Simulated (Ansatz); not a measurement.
Total energies of `[OH][Hf]([OH])([F])[F]`.

```xyz
7

O     0.173    1.653   -0.327
Hf    0.258   -0.123    0.373
O    -0.830   -1.340   -0.620
F     2.075   -0.728    0.325
F    -0.327   -0.106    2.196
H     0.051    2.491   -0.759
H    -1.401   -1.846   -1.187
```

Total charge 0; spin multiplicity 1. Correlated methods include outer-core shells of Hf, which these sets cover unevenly. Hf takes the def2 core potential. Geometry: relaxed with PBE0-D4/def2-TZVP. It is one conformer, not always the lowest. Basis def2-TZVPP, the Gaussian-basis code of Ansatz.

RPA on PBE orbitals: Hartree–Fock energy of these orbitals -397.65402 Eh, correlation -1.93048 Eh (frozen core).

| functional | energy without D4 (Eh) | D4 term (kJ/mol) |
| --- | --- | --- |
| PBE | -399.51701 | -10.3 |
| B97M-V | -399.72851 | – |

Task: Give the same for LDA (SPW92), revPBE, BLYP, r2SCAN, PBE0, B3LYP, r2SCANh, r2SCAN0, HSE06 (plane-wave form), BHLYP, CAM-B3LYP, LC-ωPBE, ωB97X-V, ωB97M-V, B2PLYP, PBE-QIDH. (An estimate is asked.)

Result: The calculation gave: 
```tsv
functional	energy without D4 (Eh)	D4 term (kJ/mol)
LDA (SPW92)	-397.38652	–
revPBE	-399.77014	-25.6
BLYP	-399.79328	-21.6
r2SCAN	-399.71461	-2.5
PBE0	-399.47494	-8.9
B3LYP	-399.86272	-16.6
r2SCANh	-399.67390	-2.7
r2SCAN0	-399.61478	-3.0
HSE06 (plane-wave form)	-399.45897	-8.3
BHLYP	-399.59273	-14.2
CAM-B3LYP	-399.71774	-9.1
LC-ωPBE	-399.67213	–
ωB97X-V	-399.69860	–
ωB97M-V	-399.67523	–
B2PLYP	-399.54637	–
PBE-QIDH	-399.35566	–
```

B3LYP takes the VWN-RPA correlation (the form of Gaussian; ORCA's B3LYP/G). HSE06 is the plane-wave form, built on full-range PBE exchange. The double hybrids freeze the cores in their second-order part.

LC-ωPBE has ω = 0.4 bohr⁻¹.
